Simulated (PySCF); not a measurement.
# Steps of a relaxation of [Bi(NH3)3]3+

[Bi(NH3)3]3+ (singlet). PySCF 2.14.0, RKS PBE0, Bi def2-SVP with ECP60, N def2-SVP, H def2-SVP; non-relativistic Hamiltonian with scalar-relativistic core potentials where named; density fitting; no spin-orbit coupling. Origin of the start: displaced along the imaginary mode. Columns: position (Å) and force (eV/Å). Energies are counted from the last step; some of the 33 steps are shown. Forces carry noise of the integration grid, about 0.01 to 0.03 eV/Å.

Run from Python with OMP_NUM_THREADS=2. Where DIIS fails, smearing, a level shift and second-order steps follow.
It took 2.3 min on 2 threads of Arm Neoverse V2 (shared host), from the converged density of the start.

```xyz
13
step 0  E = 1.203 eV
Bi    0.0000    0.0000   -0.0600     0.00    0.00   -0.76
N     2.4937    0.0021    0.2500    -0.17   -0.10    0.00
H     2.9614   -0.4784    1.0409    -0.21   -0.04    0.10
H     2.8526   -0.4721   -0.6026     0.03    0.08    0.14
H     2.9101    0.9499    0.2373    -0.08    0.06    0.02
N    -1.2487    2.1586    0.2500     0.17   -0.10    0.00
H    -1.0664    2.8038    1.0409     0.14   -0.16    0.10
H    -1.0174    2.7065   -0.6026    -0.08   -0.01    0.14
H    -2.2777    2.0453    0.2373    -0.01   -0.09    0.02
N    -1.2451   -2.1607    0.2500     0.00    0.19    0.00
H    -1.8950   -2.3254    1.0409     0.07    0.21    0.10
H    -1.8352   -2.2344   -0.6026     0.05   -0.07    0.14
H    -0.6325   -2.9952    0.2373     0.09    0.04    0.02
```

```xyz
13
step 11  E = 0.018 eV
Bi    0.0000    0.0000   -1.0785     0.00    0.00    0.00
N     2.0095    0.0051    0.1741     0.02   -0.18   -0.04
H     1.9829   -0.4327    1.1119     0.00    0.03    0.01
H     2.7596   -0.5027   -0.3404    -0.09    0.07    0.03
H     2.3886    0.9563    0.3194     0.06    0.09    0.01
N    -1.0092    1.7377    0.1741     0.14    0.10   -0.04
H    -0.6167    1.9336    1.1119    -0.02   -0.02    0.01
H    -0.9445    2.6412   -0.3404    -0.01   -0.12    0.03
H    -2.0225    1.5904    0.3194    -0.11    0.01    0.01
N    -1.0003   -1.7428    0.1741    -0.16    0.07   -0.04
H    -1.3662   -1.5009    1.1119     0.03   -0.01    0.00
H    -1.8151   -2.1385   -0.3404     0.11    0.05    0.03
H    -0.3661   -2.5467    0.3194     0.05   -0.10    0.01
```

```xyz
13
step 21  E = 0.004 eV
Bi    0.0000    0.0000   -1.0700     0.00    0.00   -0.01
N     2.0082    0.0323    0.1777     0.03   -0.02    0.00
H     1.9538   -0.2017    1.1859     0.02    0.02   -0.05
H     2.6925   -0.6372   -0.2288    -0.03    0.04    0.04
H     2.4844    0.9540    0.1275    -0.01   -0.04    0.01
N    -1.0321    1.7230    0.1777     0.00    0.03    0.01
H    -0.8023    1.7929    1.1859    -0.02    0.01   -0.05
H    -0.7944    2.6503   -0.2288    -0.02   -0.05    0.04
H    -2.0684    1.6746    0.1275     0.04    0.01    0.01
N    -0.9762   -1.7553    0.1777    -0.03   -0.02    0.01
H    -1.1516   -1.5912    1.1859     0.00   -0.03   -0.05
H    -1.8981   -2.0132   -0.2288     0.05    0.01    0.04
H    -0.4160   -2.6286    0.1275    -0.03    0.03    0.01
```

Problem. Where does the relaxation end?

Solution. It converges at step 32 in nearly C3v:
```xyz
13
step 32  E = 0
Bi    0.0000    0.0000   -1.0729
N     2.0064    0.0564    0.1770
H     1.9369    0.0296    1.2094
H     2.6288   -0.7339   -0.0808
H     2.5617    0.9055   -0.0424
N    -1.0520    1.7093    0.1770
H    -0.9940    1.6626    1.2094
H    -0.6788    2.6435   -0.0808
H    -2.0650    1.7658   -0.0424
N    -0.9543   -1.7658    0.1770
H    -0.9428   -1.6922    1.2094
H    -1.9500   -1.9097   -0.0808
H    -0.4967   -2.6712   -0.0424
```

Problem. How did the contacts change?

Solution. 
```
      contact  start (Å)  end (Å)
 Bi1–N2 (NH3)      2.513    2.365
 Bi1–N6 (NH3)      2.513    2.365
Bi1–N10 (NH3)      2.513    2.365
```
